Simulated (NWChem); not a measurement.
Species: C2H6OSi; SMILES C=C[SiH2]O

```xyz
10

Si    -0.5753     0.7004    -0.0280
O      0.9716     1.3291    -0.0309
C     -0.5219    -1.1657     0.0456
C      0.6251    -1.8491    -0.0450
H     -1.2117     1.1743    -1.2889
H     -1.3712     1.2123     1.1347
H      1.4564     1.2696     0.7971
H     -1.4577    -1.7285     0.1683
H      1.5837    -1.3332    -0.1740
H      0.6632    -2.9435    -0.0014
```
Atoms are numbered in this order, from 1.

All runs: NWChem. Medium grid unless said otherwise, to which SCAN and Minnesota functionals are sensitive. Structure relaxed at the PBE0/def2-SVP level. Hybrids' shares of exact exchange are those that their runs print; pure functionals count as 0. The functionals differ in more than this share.

| row | share of exact exchange | orbital gap (eV) |
|---|---|---|
| PBE/def2-SVP | 0.00 | 5.39 |
| BLYP/def2-SVP | 0.00 | 5.39 |
| B3LYP/def2-SVP | 0.20 | 7.15 |
| PBE0/def2-SVP | 0.25 | 7.59 |
| M06-2X/def2-SVP | 0.54 | withheld |

Problem. Fit a straight line of the last column on the one before it, predict the withheld value, and compare with the run.

Solution. 
1. Means of the 4 shown rows: x = 0.113, y = 6.380. Slope Σ(x − x̄)(y − ȳ)/Σ(x − x̄)² = 0.4565/0.05188 = 8.800; intercept 5.390.
2. The shown rows scatter about the line by 0.000 (root mean square); the largest residual is 0.00, at B3LYP/def2-SVP.
3. At x = 0.54 (M06-2X/def2-SVP; beyond the shown range) the line gives 10.14.
4. The run gives 9.75, -0.39 from the line.
